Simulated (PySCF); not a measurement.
Computed IR spectrum (relative IR intensity) of a molecule C2H8F2Si2. Geometry: PBE-D3(BJ)/def2-SVP. Other conformers were not sampled. All values below come from PBE-D3(BJ)/def2-SVP in PySCF. Frequencies are harmonic and unscaled.

ν (cm⁻¹): 139 (vw), 301 (vw), 602 (w), 640 (w), 701 (w), 709 (w), 753 (m), 829 (w), 868 (vs), 910 (s), 926 (m), 936 (m), 945 (m), 986 (m), 1029 (m), 1091 (w), 1423 (vw), 1428 (vw), 2165 (s), 2171 (m), 2193 (m), 2198 (s), 2960 (w), 3040 (w), 3054 (vw) (against the strongest line: vs over 80 %, s over 45 %, m over 15 %, w over 4 %, vw less)

Task: Which molecule gave these data?
(A) CC([SiH2]F)[SiH2]F
(B) C[C@](F)([SiH3])[SiH2]F
(C) FC[SiH]([SiH3])CF
(D) C[C@@H](F)[SiH2][SiH2]F

Result: A, CC([SiH2]F)[SiH2]F
